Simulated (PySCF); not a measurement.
# C6H6FN: full NMR table

```
Formula                               : C6H6FN
SMILES                                : Cc1ccc(F)cn1
Point group of the computed structure : Cs
Degrees of unsaturation               : 4
Carbon signals                        : 6
Proton signals                        : 4
```

Mapped SMILES: `[CH3:1][c:2]1[cH:3][cH:4][c:5]([F:6])[cH:7][n:8]1`; H(Xn) means a hydrogen on atom n.

Computational details: NMR shieldings at PBE0/pcSseg-1/GIAO, geometry: GFN2-xTB, in PySCF (no solvent, rapidly exchanging positions averaged, single conformer, non-relativistic Hamiltonian).

Scale: $^{1}$H and $^{13}$C vs TMS; $^{19}$F against CFCl3; $^{15}$N vs NH3 (reference shieldings calculated alike).

| carbon | δC, type | δH (multiplicity) | HMBC from (2–3 bonds) | span of the C tensor (ppm) |
| --- | --- | --- | --- | --- |
| C1 | 26.7, CH3 | 2.77 (s) | H(C3) | 54 |
| C2 | 159.5, C | – | H(C7), H(C4), H(C3), H(C1) | 223 |
| C3 | 128.5, CH | 7.37 (m) | H(C4), H(C1) | 212 |
| C4 | 129.1, CH | 7.57 (m) | H(C7), H(C3) | 203 |
| C5 | 167.8, C | – | H(C7), H(C4), H(C3) | 156 |
| C7 | 143.0, CH | 8.70 (m) | H(C4) | 184 |

Other nuclei:
| atoms | nucleus | environment | δ (ppm) | σ (ppm) |
| --- | --- | --- | --- | --- |
| F6 | $^{19}$F | aryl fluorine | -138.2 | 309.2 |
| N8 | $^{15}$N | pyridine-type ring nitrogen | 363.5 | -95.8 |

Carbon types of the structure: 2 × C, 3 × CH, 1 × CH3, which accounts for all hydrogens. δC 167.8: aromatic carbon bearing fluorine; an ipso carbon deshielded by its heteroatom. δC 159.5: substituted aromatic carbon next to a ring nitrogen. δC 143.0: aromatic CH next to a ring nitrogen; the adjacent pyridine-type nitrogen withdraws density from it. δC 129.1, 128.5: aromatic CH; the aromatic region. δH 8.70: hydrogen on an aromatic CH next to a ring nitrogen; ring current plus the neighbouring ring nitrogen.

Splittings by $^{19}$F in the carbon and heteronuclear signals aren't shown, as no couplings were computed. Shifts are as computed. Against solution values, carbons near 30 ppm lie about +3 ppm off and those near 130 ppm about +5 ppm. Of 1211 compounds with measured shifts, 218 miss one by over three times the rms of a fit or turn the order of signals round; such compounds aren't used in these exercises. Unscaled 19F shifts against computed CFCl3 carry errors that often reach 10 to 50 ppm. Experimental scales use liquid or dissolved standards, which lie at an offset from isolated NH3 (liquid NH3: subtract about 20 ppm). Unscaled 15N shifts of sp2 nitrogen come out 20 to 40 ppm too high even then. Multiplicities follow the n + 1 count of equivalent neighbours, as no J values were calculated; m marks all less simple cases, F and P coupling included.
